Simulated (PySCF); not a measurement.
ClH9NOSi4: g tensor and hyperfine couplings

ClH9NOSi4 (doublet state).
Structure used (GFN2-xTB), in Å, numbered top down from 1:
```xyz
16
ClH9NOSi4 angstrom
Si     2.8920    1.1855    0.2950
O      1.9489   -0.0832   -0.1130
Si     0.7104   -1.0697    0.1424
Cl     0.8669   -1.8159    1.9966
N     -0.7946   -0.2352   -0.0073
Si    -2.2422   -1.1800    0.2430
Si    -0.8163    1.4997   -0.2065
H      4.2302    0.7144   -0.0328
H      2.6694    1.5564    1.6862
H      0.8667   -2.1155   -0.8515
H     -3.3062   -0.5317   -0.5159
H     -2.5538   -1.2394    1.6722
H     -1.9703   -2.5216   -0.2723
H     -2.2201    1.8509   -0.4026
H     -0.0045    1.8452   -1.3745
H     -0.2841    2.1490    0.9971
```

The hyperfine couplings belong to this conformer and change with its torsions.

The species is `[SiH2]O[Si@@H](Cl)N([SiH3])[SiH3]` [radical].

Method used: UKS B3LYP, pcH-1 on Cl H N O Si, non-relativistic, mean-field spin-orbit, GIAO in PySCF. One conformer (not necessarily the lowest) at the GFN2-xTB geometry, without solvent, vibrations or thermal averaging. The geometry wasn't refined by DFT: couplings that depend on bond lengths, twists or pyramidal angles can differ widely from those at the functional's own minimum, by a factor of two or more for some ions and for spin on atoms past the first row. Stability of the SCF solution: not tested.

```
g1, g2, g3                      : 2.00141, 2.00240, 2.00432
g_iso                           : 2.00271
Form of g                       : rhombic: the two nearest values differ by 34 % of g3 − g1
⟨S²⟩                            : 0.7511 (exact 0.7500)
HOMO–LUMO gap, α and β orbitals : 5.55, 4.85 eV
Total energy                    : -1753.76092 Eh
Basis functions                 : 315
```

Hyperfine couplings atom by atom, in MHz; T1 to T3 are the principal values of the dipolar part:

```json
{"atom": "Si1", "isotope": "29Si", "a_iso": "-590.2", "of which spin–orbit": "1.0", "T1": "-161.4", "T2": "80.4", "T3": "80.9", "Mulliken spin population": "0.88"}
{"atom": "O2", "isotope": "17O", "a_iso": "-26.7", "of which spin–orbit": "-0.1", "T1": "-24.6", "T2": "11.8", "T3": "12.8", "Mulliken spin population": "0.04"}
{"atom": "Si3", "isotope": "29Si", "a_iso": "-4.9", "of which spin–orbit": "0.0", "T1": "-2.4", "T2": "1.1", "T3": "1.3", "Mulliken spin population": "0.00"}
{"atom": "Cl4", "isotope": "35Cl", "a_iso": "0.1", "of which spin–orbit": "0.0", "T1": "-0.5", "T2": "-0.5", "T3": "1.0", "Mulliken spin population": "0.00"}
{"atom": "N5", "isotope": "14N", "a_iso": "0.9", "of which spin–orbit": "0.0", "T1": "-0.1", "T2": "-0.1", "T3": "0.2", "Mulliken spin population": "0.00"}
{"atom": "Si6", "isotope": "29Si", "a_iso": "-0.2", "of which spin–orbit": "0.0", "T1": "-0.2", "T2": "0.1", "T3": "0.1", "Mulliken spin population": "0.00"}
{"atom": "Si7", "isotope": "29Si", "a_iso": "-5.6", "of which spin–orbit": "0.0", "T1": "-0.8", "T2": "0.3", "T3": "0.5", "Mulliken spin population": "0.00"}
{"atom": "H8", "isotope": "1H", "a_iso": "95.4", "of which spin–orbit": "0.0", "T1": "-8.6", "T2": "0.8", "T3": "7.8", "Mulliken spin population": "0.04"}
{"atom": "H9", "isotope": "1H", "a_iso": "97.9", "of which spin–orbit": "0.0", "T1": "-8.9", "T2": "0.9", "T3": "8.1", "Mulliken spin population": "0.04"}
{"atom": "H10", "isotope": "1H", "a_iso": "0.5", "of which spin–orbit": "0.0", "T1": "-1.2", "T2": "-1.1", "T3": "2.3", "Mulliken spin population": "0.00"}
{"atom": "H11", "isotope": "1H", "a_iso": "-0.1", "of which spin–orbit": "0.0", "T1": "-0.3", "T2": "-0.3", "T3": "0.6", "Mulliken spin population": "0.00"}
{"atom": "H12", "isotope": "1H", "a_iso": "0.1", "of which spin–orbit": "0.0", "T1": "-0.3", "T2": "-0.3", "T3": "0.6", "Mulliken spin population": "0.00"}
{"atom": "H13", "isotope": "1H", "a_iso": "0.1", "of which spin–orbit": "0.0", "T1": "-0.3", "T2": "-0.3", "T3": "0.7", "Mulliken spin population": "0.00"}
{"atom": "H14", "isotope": "1H", "a_iso": "3.6", "of which spin–orbit": "0.0", "T1": "-0.6", "T2": "-0.6", "T3": "1.2", "Mulliken spin population": "0.00"}
{"atom": "H15", "isotope": "1H", "a_iso": "4.3", "of which spin–orbit": "0.0", "T1": "-2.6", "T2": "-2.2", "T3": "4.8", "Mulliken spin population": "0.00"}
{"atom": "H16", "isotope": "1H", "a_iso": "1.3", "of which spin–orbit": "0.0", "T1": "-2.0", "T2": "-1.9", "T3": "3.9", "Mulliken spin population": "0.00"}
```

The largest Mulliken spin population is on Si1 (+0.88). The angles at Si1 add up to 329.2°, so it is pyramidal.

Under fast tumbling the dipolar parts average out, and these isotropic splittings remain: 2 × 1H (H8/H9, I = 1/2, 3 lines) with 3.45 mT, 3 × 1H (H14/H15/H16, I = 1/2, 4 lines) with 0.11 mT and 1 × 14N (N5, I = 1, 3 lines) with 0.03 mT.

Nuclei that the bonding pattern makes equivalent are averaged, as if the motion that swaps them (rotation, inversion, ring flip) were fast. Si6 and Si7, with what hangs on them, aren't averaged: N5 is flat or nearly so (angle sum 360°), and its turn about the short N5–Si3 bond (1.73 Å) is taken as slow.

The 29Si coupling of Si1 (-590.2 MHz) shows only in satellite lines or after enrichment, since that isotope makes up about 4.7 % of natural silicon.

The 17O coupling of O2 (-26.7 MHz) shows only in satellite lines or after enrichment, since that isotope makes up about 0.038 % of natural oxygen.

Hardware: an Arm Neoverse N1 with one thread, shared host with 64 logical CPUs at a one-minute load of 46. Cost: 3.9 min of wall time (grids of density and orbitals included), 1.2 GiB resident at most.
